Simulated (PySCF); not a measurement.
Molecule: SMILES C[NH][AlH][CH3], C₂H₈AlN.

Cartesian coordinates in Å; atom numbers follow the order of the lines, from 1:
```xyz
12

C     2.2188   -0.0710    0.2635
N     0.8109   -0.0856    0.5800
Al   -0.5838    0.0922   -0.5136
C    -2.3929    0.0515    0.2320
H     2.7630    0.7575    0.7553
H     2.7330   -1.0090    0.5458
H     2.3608    0.0553   -0.8216
H     0.6492   -0.2122    1.5752
H    -0.2398    0.2800   -2.0564
H    -3.1579   -0.0348   -0.5563
H    -2.6163    0.9705    0.8008
H    -2.5350   -0.7935    0.9264
```

Geometry PBE0-D3(BJ)/def2-SVP throughout; GIAO in PySCF 2.14, gas phase, one conformer, non-relativistic; equivalent atoms averaged; basis pcSseg-2.

For orientation, HF gives these shifts δ (against TMS, NH3, AlH4- at the same level): C1 31.0, C4 -13.0, N2 43.8, Al3 127.0, H9 4.33, H5/H6/H7 2.63, H8 0.92, H10/H11/H12 -0.53 ppm.

A run gave: C1 36.0, C4 -13.6, N2 84.2, Al3 149.3, H9 4.78, H5/H6/H7 3.08, H8 2.12, H10/H11/H12 -0.54 ppm (shifts δ (against TMS, NH3, AlH4- at the same level)).

Q: Which functional was used in that run?
A. B97-D
B. KT2
C. OPBE
D. B3LYP

A: B. H8 tells them apart best: KT2 gives 2.12, B97-D gives 1.87, B3LYP gives 1.67, OPBE gives 1.69 ppm.
